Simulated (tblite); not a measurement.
C5H8PSi (charge -1).
SMILES: `Cc1c[p-]cc1[SiH3]`

All values are computed: GFN2-xTB (tblite) harmonic vibrations without scaling, gas phase. Against measured fundamentals such values can be off by several per cent, at times by over 20. Modes of hydrogen on silicon can be 10 to 20 % off.

Harmonic wavenumbers (cm⁻¹): 80.0, 97.4, 144.0, 171.2, 227.3, 320.1, 404.2, 445.7, 517.8, 534.9, 560.4, 568.0, 727.6, 729.0, 748.0, 827.0, 833.5, 854.0, 888.3, 926.1, 1000.8, 1026.6, 1060.0, 1167.7, 1174.4, 1360.1, 1394.0, 1413.7, 1484.2, 1500.1, 1518.0, 2034.2, 2065.5, 2133.6, 2935.6, 2956.4, 2986.9, 3008.0, 3017.3.

A = 3003, B = 1395, C = 968.3 MHz; mass 127.013 u (most abundant isotopes); point group Cs, symmetry number 1.

Q: What is the zero-point energy?

A: ½Σν̃ = 22921 cm⁻¹ = 65.53 kcal/mol.

Q: Entropy at 298.15 K, 1 bar (ideal gas, RRHO, classical rotation)?

A: Translation 40.46, rotation 28.76, vibration 21.81: S = 91.0 cal/(mol K).

Q: And Cp and H(298.15 K) − H(0)?

A: Cp = 33.63 cal/(mol K), of which vibrations give 25.68 (their classical limit is 39 R = 77.5); H(298.15 K) − H(0) = 6.02 kcal/mol without the zero-point energy, 3.65 from vibrations.

Q: What must be added to the electronic energy to get the Gibbs energy at 298.15 K and 1 bar?

A: ZPE + [H(298.15 K) − H(0)] − T·S = 65.53 + 6.02 − 27.14 = 44.41 kcal/mol.

Q: How do the functions run with temperature in this model?

A: 
| T (K) | S (cal/(mol K)) | Cp (cal/(mol K)) | H − H(0) (kcal/mol) | G − H(0) (kcal/mol) | ln q(vib) |
| --- | --- | --- | --- | --- | --- |
| 150 | 73.1 | 20.1 | 2.04 | -8.92 | 1.86 |
| 250 | 85.5 | 29.3 | 4.51 | -16.87 | 3.82 |
| 400 | 102.1 | 41.9 | 9.88 | -30.96 | 6.94 |
| 600 | 121.5 | 53.9 | 19.54 | -53.37 | 11.13 |
| 900 | 145.7 | 64.9 | 37.52 | -93.58 | 17.07 |

q(vib) and H(0) count from the zero-point level.

Hindered rotation and anharmonicity are outside this model.

Hardware: Arm Neoverse V2, one thread, no GPU, on a shared host. The figure is for the frequency step alone.
